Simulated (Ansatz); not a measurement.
B(All)(H)2 (C₃H₇B), SMILES BCC=C.

Geometry optimised at PBE0-D3(BJ)/def2-SVP. The structure was generated by enumeration, and PubChem lists no compound with its InChIKey, so it may never have been made. Other conformers were not sampled.

Two levels are set side by side: PBE/def2-SVPD (Ansatz, a first-principles code) and CAM-B3LYP/def2-SVPD (Ansatz). Energy differences of separate SCF runs at the same geometry; the states with an electron removed or added have multiplicity 2 and 2. Differences are taken from unrounded values.

| quantity | CAM-B3LYP | PBE | PBE minus CAM-B3LYP |
|---|---|---|---|
| vertical ionisation energy (eV) | 9.55 | 9.39 | -0.16 |
| vertical singlet–triplet gap (eV) | 4.33 | 4.22 | -0.11 |
